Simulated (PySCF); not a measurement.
# HfOCl, doublet: structure and spectrum

These are results of PySCF, UPBE0, basis Hf def2-TZVP with ECP60, O def2-TZVP, Cl def2-TZVP (scalar-relativistic core potentials, no spin–orbit coupling, density fitting), not measurements.

The structure is a higher-order saddle point with 2 imaginary modes (one degenerate set).

```json
{
 "Point group": "C∞v",
 "Bond lengths": "Hf–Cl 2.463 Å, Hf–O 1.763 Å",
 "Bond angles": "Cl–Hf–O 180.0°",
 "Principal quadrupole moments (Buckingham, traceless) about the centre of mass": "-21.21, 10.60, 10.60 D Å",
 "Highest occupied level (α)": "-6.35 eV",
 "Rotational constants": "0.06816 cm⁻¹",
 "Dipole moment": "0.53 D",
 "Atomisation energy without zero-point energy": "1131 kJ/mol",
 "Principal polarisabilities": "63.5, 63.5, 74.3 bohr³",
 "Zero-point energy (real modes)": "7.5 kJ/mol",
 "Spin squared ⟨S²⟩": "0.753",
 "Lowest empty level (β)": "-3.73 eV"
}
```

Harmonic modes (masses in u: Hf 179.947, O 15.995, Cl 34.969):
```tsv
symmetry	ω (cm⁻¹)	IR (km/mol, summed over degenerate members)	type
π	151i	–	bend
σ+	318	63.2	stretch
σ+	933	249	stretch
```

In C∞v the vibrations span π + 2σ+.

Charges (e):
```json
{"atom": "Hf1", "Mulliken": "1.01", "Löwdin": "0.50", "polar tensor": "1.57", "spin (Mulliken)": "1.03", "Mayer order to Hf1": "–"}
{"atom": "O2", "Mulliken": "-0.55", "Löwdin": "-0.37", "polar tensor": "-0.95", "spin (Mulliken)": "-0.02", "Mayer order to Hf1": "2.17"}
{"atom": "Cl3", "Mulliken": "-0.45", "Löwdin": "-0.14", "polar tensor": "-0.62", "spin (Mulliken)": "-0.01", "Mayer order to Hf1": "0.95"}
```

Mulliken populations on Hf1 (electrons outside its core potential): s 2.87, p 6.27, d 1.75, f 0.10.

Other isomers or separated fragments may lie lower. Open d and f shells are described by one determinant, and the ground state may have another occupation or spin. At this level a doublet minimum of Cs symmetry lies 81 kJ/mol below this structure. Spin–orbit coupling, left out here, can matter for elements this heavy.

The final relaxation and frequency run took 38 s on 4 threads of a shared Arm Neoverse N1 host, with 108 basis functions and 9 gradients; the process peaked at 0.93 GiB.
